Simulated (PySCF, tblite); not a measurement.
Calculations on `FB(F)c1cc[c]cc1` [radical], in the order of a workflow; each names the level of the geometry that it ran on. Settings lines and outputs come from a driver script.

C6H4BF2 (doublet state).
SMILES with atom numbers: `[F:1][B:2]([F:3])[c:4]1[cH:5][cH:6][c:7][cH:8][cH:9]1` (hydrogens: H10 on C5; H11 on C6; H12 on C8; H13 on C9)

Step 1: GFN2-xTB geometry optimisation, gas phase (tblite 0.8.0) (from a force-field or distance-geometry start)
```json
{"job": {"kind": "relax", "xc": "GFN2-xTB", "basis": "xTB"}, "charge": 0, "multiplicity": 2}
```
```
step      E/eV     max force
  0    -695.03747    3.636
  1    -695.46690    2.470
  2    -695.60774    2.722
...
 11    -695.71624    0.030
 12    -695.71633    0.026
 13    -695.71637    0.016
 14    -695.71639    0.011
 15    -695.71640    0.008
```

Energy lowered by 15.7 kcal/mol over 15 steps; largest atomic force 0.008 eV/Å at the end. «max force» is the largest atomic force in eV/Å.

Hardware: Arm Neoverse V1, one thread, no GPU, shared host with 64 logical CPUs at a one-minute load of 86. Cost: under 0.1 s of wall time.

Step 2: GFN2-xTB harmonic vibrations, gas phase (tblite 0.8.0) (on the GFN2-xTB geometry)
```json
{"job": {"kind": "ir", "xc": "GFN2-xTB", "basis": "xTB"}, "charge": 0, "multiplicity": 2}
```
```
(table of modes left out)
```

33 modes from 58 to 3084 cm⁻¹ (unscaled, harmonic); zero-point energy 52.5 kcal/mol; all wavenumbers are real at this level.

Hardware: an Arm Neoverse V1 with one thread, shared host with 64 logical CPUs at a one-minute load of 86. Cost: 0.36 s wall.

Step 3: UKS B3LYP, pcH-1 on B C F H, non-relativistic, mean-field spin-orbit, GIAO (PySCF 2.14.0) (on the GFN2-xTB geometry)
```json
{"job": {"kind": "epr", "basis": "pcH-1"}, "charge": 0, "multiplicity": 2}
```
```
...
E = -455.66504276 Eh   <S^2> = 0.7571 (exact 0.7500)
g shifts (ppm)      1          2          3
  rmc          -163       -163       -163
  gc             30         11        -37
  oz_so        -699        -68       1032
  total        -832       -221        832
hyperfine (MHz)  atom isotope    a_iso     a_fc   dipolar eigenvalues
    0   19F      -1.15      -1.15     -4.16      1.63      2.54
    1   11B       3.49       3.49     -0.84     -0.02      0.86
    2   19F      -1.16      -1.16     -4.16      1.62      2.54
    3   13C      -5.52      -5.52     -5.72      1.96      3.76
    4   13C      46.92      46.92     -6.47     -2.36      8.83
    5   13C      14.12      14.12    -13.82     -2.43     16.25
    6   13C     402.26     402.26    -79.75    -63.08    142.82
    7   13C      14.10      14.10    -13.82     -2.44     16.26
    8   13C      46.93      46.93     -6.47     -2.37      8.83
    9    1H      15.97      15.97     -3.14     -2.30      5.44
   10    1H      56.72      56.72     -6.95     -5.79     12.75
   11    1H      56.70      56.70     -6.95     -5.79     12.75
   12    1H      16.01      16.01     -3.14     -2.30      5.44
```

⟨S²⟩ 0.757; g_iso 2.0022. rmc, gc and oz_so are the mass-correction, gauge-correction and orbital-Zeeman/spin–orbit parts of the g shift along its three principal axes; a_iso is the isotropic hyperfine coupling and a_fc its Fermi-contact part. The log counts atoms from 0, this text from 1.

On Arm Neoverse V1, one thread, no GPU (shared host), this took 65 s of wall time (grids of density and orbitals included) and 0.96 GiB of memory at its peak.

Geometry of the electronic-property runs (GFN2-xTB):
```
atom  x, y, z in Å
F1     2.8369   -1.0612    0.5829
B2     2.1550   -0.0251    0.1285
F3     2.9117    0.9923   -0.2419
C4     0.6054   -0.0060    0.0363
C5    -0.0642    1.1184   -0.4579
C6    -1.4518    1.1384   -0.5454
C7    -2.1201    0.0235   -0.1313
C8    -1.5320   -1.1046    0.3614
C9    -0.1440   -1.1144    0.4445
H10    0.5049    1.9804   -0.7745
H11   -1.9639    2.0082   -0.9272
H12   -2.1056   -1.9621    0.6780
H13    0.3634   -1.9873    0.8289
```

 (This holds for the electronic-property runs.)
